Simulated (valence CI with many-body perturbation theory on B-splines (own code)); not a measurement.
# Cr II: calculation against measured levels

Computed by relativistic CI+MBPT: five valence electrons over a frozen Dirac-Fock core [Ar], radial functions for each j: 7 s, 7 p, 8 d, 6 f, 4 g, 1 h, with the one-electron correlation potential Σ1 (screened to all orders), the two-electron term Σ2, the three-electron term Σ3, Breit, model QED; selected single and double excitations, second order for the rest, scaled by the run's own slope (own B-spline code, finite nucleus).

Against 16 measured levels this calculation errs by 2052 cm⁻¹ on average and by 3342 at most. These come from a selection out of the NIST Handbook of Basic Atomic Spectroscopic Data. Levels without a partner in it may be off by more, other configurations by 1,000 to 4,000 cm⁻¹. Among the levels kept, up to 1900 cm⁻¹ of a level comes from second order outside the variational space, and about a tenth of that is noise between levels of different J, which matters for small intervals. Only levels of the ground parity were solved; by the run's estimate the other parity begins above the list, which can be wrong where configurations are misplaced.

Measured levels: NIST Handbook of Basic Atomic Spectroscopic Data (Sansonetti and Martin, J. Phys. Chem. Ref. Data 34, 1559 (2005)). Pairs share parity and J, and are chosen by configuration, term and nearness in energy; levels without a clear partner are left out. Energies in cm⁻¹ above the measured ground level. The last column is blank where CI alone has no clear partner.

```
Computed label  Label in the source  Measured  Computed  Difference  CI alone, difference
    3d5 6S_5/2             3d5 a 6S         0       0.0           0                     0
 3d4 4s 6D_1/2      3d4(5D) 4s a 6D   11961.8    8723.2       -3239                -20870
 3d4 4s 6D_3/2      3d4(5D) 4s a 6D   12032.6    8809.6       -3223                -20859
 3d4 4s 6D_5/2      3d4(5D) 4s a 6D   12147.8    8929.7       -3218                -20833
 3d4 4s 6D_7/2      3d4(5D) 4s a 6D   12303.9    9085.5       -3218                -20850
 3d4 4s 6D_9/2      3d4(5D) 4s a 6D   12496.4    9263.0       -3233                -20935
 3d4 4s 4D_1/2      3d4(5D) 4s a 4D   19528.2   16186.1       -3342                -20643
 3d4 4s 4D_3/2      3d4(5D) 4s a 4D   19631.2   16297.0       -3334                -20647
 3d4 4s 4D_5/2      3d4(5D) 4s a 4D   19797.9   16462.9       -3335                -20626
 3d4 4s 4D_7/2      3d4(5D) 4s a 4D   20024.0   16687.3       -3337                -20645
    3d5 4G_5/2             3d5 a 4G   20512.1   19835.8        -676                      
   3d5 4G_11/2             3d5 a 4G   20512.1   19846.9        -665                      
    3d5 4G_7/2             3d5 a 4G   20517.8   19840.0        -678                      
    3d5 4G_9/2             3d5 a 4G   20519.3   19841.0        -678                      
    3d5 4P_5/2             3d5 a 4P   21822.5   21629.1        -193                      
    3d5 4P_1/2             3d5 a 4P   21823.8   21579.8        -244                      
    3d5 4P_3/2             3d5 a 4P   21824.1   21605.3        -219
```

Over 16 excited levels the mean absolute difference is 2052 cm⁻¹, the median 3218 and the largest 3342. For the 9 levels that pair on every rung the mean is CI alone 20768, + Σ1 17122, + Σ2 4359, + Σ3 3362, + Breit 3299, + QED 3276. The comparison draws on a selection of the measured levels: 17 of the 51 computed ones have a partner in it, and others may be off by more.
